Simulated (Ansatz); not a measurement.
cyanoethylene (C₃H₃N), singlet, geometry from GFN2-xTB; MP2/cc-pVDZ (Ansatz, a program for electronic structure).

The Ansatz input:
Ansatz 0.2 input:
```yaml
crystal:
  periodic: [false, false, false]
  atoms:
    - {symbol: C, position_ang: [-0.18079014, -1.61580414, 0.00036893]}
    - {symbol: C, position_ang: [0.56661727, -0.51823197, -0.00249564]}
    - {symbol: C, position_ang: [0.00984574, 0.77832356, 0.00014554]}
    - {symbol: H, position_ang: [-1.25731398, -1.56538366, 0.00488629]}
    - {symbol: H, position_ang: [0.26122400, -2.59764951, -0.00171648]}
    - {symbol: H, position_ang: [1.64864793, -0.55402136, -0.00703253]}
    - {symbol: N, position_ang: [-0.43237074, 1.83590426, 0.00224997]}
basis:
  gaussian:
    orbitals: cc-pVDZ
magnetization: {spin_polarized: false}
correlation: {method: mp2, electrons: outside_noble_gas}
accuracy: high
```

Task: What does Ansatz print? Leave out banner, timings and long lists.

Result: 
```
Functional definition: HF
1605 factors; integrals over basis functions are off by at most 3.1e-9 eV
mean field evaluation 1: about -4617.3986 eV, gradient 3.0e1 eV
mean field evaluation 2: about -4617.4014 eV, gradient 3.0e1 eV
mean field evaluation 4: about -4619.9245 eV, gradient 4.3e0 eV
mean field evaluation 8: about -4619.9919 eV, gradient 2.7e-4 eV
mean field -4619.99186266 eV, -169.7815694098 hartree, gradient 9.3e-8 eV, S^2 0.000000; 0 other end points of the search recorded, 0 dependent functions left out; unrestricted orbitals would lower it
mean field evaluation 16: about -4620.0076 eV, gradient 2.0e-1 eV
4 core orbitals not correlated
reference -4619.99186266 eV, -169.7815694098 hartree; 10, 10 occupied and 57, 57 virtual orbitals, 1605 factors
second order -14.60641942 eV of doubles, -0.00000000 eV of singles
Total energy: -4634.59828208 eV, -170.3183454228 hartree
```
